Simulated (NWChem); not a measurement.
# SnH₃Br; SMILES [SnH3][Br]

```xyz
5

Sn     0.0000     0.0000    -0.9783
Br     0.0000     0.0000     1.5230
H      1.1590     1.1590    -1.4644
H     -1.5832     0.4242    -1.4644
H      0.4242    -1.5832    -1.4644
```
Atoms are numbered in this order, from 1.

Program: NWChem. Medium grid unless said otherwise, to which SCAN and Minnesota functionals are sensitive. Coordinates come from a PBE0/def2-SVP optimisation. def2 effective core potentials on Sn; no spin-orbit coupling. Total energies of different functionals are on different scales.

```
level                                 energy (Ha)  highest occupied level (eV)  orbital gap (eV)  dipole (D)
------------------------------------  -----------  ---------------------------  ----------------  ----------
B3LYP/def2-SVP                         -2790.0598                        -7.68              6.49        2.31
PBE/def2-SVP                           -2789.5552                        -6.69              4.89        2.23
MN15-L/def2-SVP                        -2789.2879                        -7.25              5.84        2.38
LDA (Slater exchange, VWN5)/def2-SVP   -2786.0397                        -6.78        (withheld)        2.26
MPW1K/def2-SVP                         -2790.2253                        -8.97              8.56        2.56
PW91/def2-SVP                          -2790.1786                        -6.73              4.87        2.22
CAM-B3LYP/def2-SVP                     -2790.0608                        -9.25              9.29        2.43
KT2/def2-SVP                           -2800.9562                        -6.77              4.90        2.22
BP86/def2-SVP                          -2790.3501                        -6.80              4.89        2.24
```

**Question.** Fill in the missing entries.

**Answer.** 
- LDA (Slater exchange, VWN5)/def2-SVP, orbital gap (eV): 4.74
